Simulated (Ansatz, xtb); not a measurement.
C4H8BNO: which of two isomers lies lower

We compare X, `C=C1COB(N)C1`, a singlet, with Y, `CC1=CB(N)OC1`, a singlet. Both are isolated molecules in the gas phase, relaxed with B3LYP/def2-SVP; the shapes shown needn't be the lowest conformers.

X (Å):

```xyz
15

C     1.0020   -3.3738   -0.8420
C     0.4352   -2.2527   -0.3865
C     0.6568   -0.8671   -0.9743
C    -0.5925   -2.1089    0.7178
B    -1.2775   -0.7338    0.2900
N    -2.4653   -0.1531    0.7586
O    -0.4990   -0.0964   -0.6538
H     1.6950   -3.3614   -1.6896
H     0.7960   -4.3458   -0.3844
H     0.8005   -0.8887   -2.0678
H     1.5500   -0.3817   -0.5334
H    -3.0680   -0.5924    1.4404
H    -2.7962    0.7439    0.4237
H    -1.2446   -2.9894    0.8250
H    -0.0910   -1.9636    1.6962
```

Y (Å):

```csv
atom,x (Å),y (Å),z (Å)
C,1.7878,1.0263,-0.9010
C,0.8181,0.0623,-0.2883
C,0.7836,-1.2851,-0.3707
C,-0.3297,0.5543,0.5671
B,-0.4540,-1.7274,0.4746
N,-0.9736,-3.0057,0.7429
O,-1.0523,-0.5851,0.9907
H,1.2730,1.7454,-1.5628
H,2.5551,0.5060,-1.4927
H,2.2992,1.6255,-0.1267
H,1.5188,-1.8610,-0.9393
H,-0.5629,-3.8560,0.3835
H,-1.7959,-3.1471,1.3164
H,-0.9944,1.2370,0.0016
H,0.0329,1.1227,1.4463
```

**Question.** Estimate which is lower in electronic energy at CCSD(T)/def2-SVP + ΔMP2/def2-TZVPP, and by roughly how much.

**Answer.** The CCSD(T)/def2-SVP + ΔMP2/def2-TZVPP calculation puts structure Y lower, by 7.1 kcal/mol.

How the difference moves with the method:

| level | geometry | E(Y) − E(X) (kcal/mol) | departure from the last row (kcal/mol) | job, with rough time for the two |
| --- | --- | --- | --- | --- |
| GFN2-xTB | GFN2-xTB | −3.7 | +3.4 | optimisation, 0.24 s |
| HF/STO-3G | GFN2-xTB | −6.5 | +0.6 | single point, 0.28 s |
| r2SCAN-D4/def2-SVP | GFN2-xTB | −8.8 | −1.7 | single point, 3 s |
| B3LYP/def2-SVP | B3LYP/def2-SVP | −7.6 | −0.5 | optimisation, 36 s |
| HF/def2-SVP | B3LYP/def2-SVP | −7.7 | −0.5 | part of the CCSD(T) run |
| MP2/def2-SVP | B3LYP/def2-SVP | −7.9 | −0.8 | part of the CCSD(T) run |
| CCSD(T)/def2-SVP | B3LYP/def2-SVP | −7.1 | 0.0 | single point |
| CCSD(T)/def2-SVP + ΔMP2/def2-TZVPP | B3LYP/def2-SVP | −7.1 |  | single point, 46 s |

As drawn, both hold the same kinds of bond in the same numbers. Structure X has 0 methyl groups, Y 1.

None of the levels shown reverses the order. The largest departure from CCSD(T)/def2-SVP + ΔMP2/def2-TZVPP is that of GFN2-xTB, 3.4 kcal/mol. The last row adds to CCSD(T) the change of the MP2 difference between the two basis sets, here 0.0 kcal/mol.

With thermal terms from frequencies at re-optimised GFN2-xTB minima (ideal gas, soft modes damped towards free rotors, one conformer each, 298.15 K, 1 atm): the zero-point term adds +0.2 kcal/mol; ΔH is −6.8 and ΔG −7.0 kcal/mol.

The correlated steps freeze 7 core orbitals. Codes used: Ansatz 0.2.0, xtb 6.7.1; the last row on 4 threads of Arm Neoverse V2 on a shared host.
